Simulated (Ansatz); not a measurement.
Geometry optimisation, RKS BHLYP/def2-SVP (Ansatz).

input.yaml

```yaml
crystal:
  periodic: [false, false, false]
  atoms:
    - { symbol: Si, position_ang: [-2.011, 0.4759, 1.0102] }
    - { symbol: C, position_ang: [-0.5102, 0.1116, 0.0923] }
    - { symbol: Sb, position_ang: [0.5106, 1.7178, -0.9166] }
    - { symbol: "N", position_ang: [-0.0384, -1.0999, 0.0717] }
    - { symbol: Sn, position_ang: [1.5801, -1.7914, -0.8971] }
    - { symbol: H, position_ang: [-2.3664, 1.9688, 0.8711] }
    - { symbol: H, position_ang: [-1.8711, 0.1813, 2.4233] }
    - { symbol: H, position_ang: [-3.1307, -0.2429, 0.4255] }
    - { symbol: H, position_ang: [-0.83092, 1.98393, -2.06957] }
    - { symbol: H, position_ang: [1.2575, 0.53928, -2.07051] }
    - { symbol: H, position_ang: [1.7147, -3.5139, -0.6344] }
    - { symbol: H, position_ang: [1.4817, -1.41, -2.5705] }
    - { symbol: H, position_ang: [2.9332, -0.9566, -0.2234] }
basis:
  gaussian: { orbitals: def2-SVP }
hamiltonian:
  xc: { name: BHLYP }
relax:
  f_tol: 0.015
  max_steps: 40
output:
  orbitals: {}
```

Run as:

```bash
$ ansatz run input.yaml --threads 2 --pin off --max-ram 3072MiB --backend cpu --events-out ev --progress --plain --runs-dir out
```

Task: Where does it end, and by what steps?

Result: It did not converge within its limit. After 39 steps the energy has fallen by 0.694 eV; H12 moved furthest, 1.59 Å.

| step | energy less start (eV) | largest force component (eV/Å) | accepted |
| --- | --- | --- | --- |
| 0 | 0.0000 | 3.208 | yes |
| 2 | -0.6238 | 0.528 | yes |
| 4 | -0.6443 | 0.451 | yes |
| 6 | -0.6648 | 0.079 | yes |
| 8 | -0.6683 | 0.060 | yes |
| 10 | -0.6707 | 0.056 | yes |
| 12 | -0.6723 | 0.221 | no |
| 14 | -0.6755 | 0.175 | yes |
| 16 | -0.6779 | 0.303 | yes |
| 18 | -0.6800 | 0.103 | yes |
| 20 | -0.6832 | 0.104 | yes |
| 22 | -0.6476 | 0.676 | no |
| 24 | -0.6860 | 0.059 | yes |
| 26 | -0.6867 | 0.053 | yes |
| 28 | -0.6876 | 0.058 | yes |
| 30 | -0.6891 | 0.074 | yes |
| 32 | -0.6904 | 0.057 | yes |
| 34 | -0.6920 | 0.063 | yes |
| 36 | -0.6928 | 0.027 | yes |
| 38 | -0.6934 | 0.048 | yes |
| 39 | -0.6936 | 0.039 | yes |

```xyz
13
Properties=species:S:1:pos:R:3
Si -2.063 0.439 0.806
C -0.384 0.053 -0.013
Sb 0.671 1.849 -0.922
N 0.015 -1.131 -0.003
Sn 1.722 -2.001 -0.786
H -1.959 1.731 1.529
H -2.445 -0.640 1.744
H -3.086 0.581 -0.257
H -0.818 2.638 -1.198
H 0.664 1.159 -2.486
H 2.318 -2.997 0.457
H 1.216 -2.910 -2.133
H 2.867 -0.804 -1.226
```

Time of the run: 5.9 min on 2 threads of Arm Neoverse V1, on a shared host, peak memory 0.47 GiB.
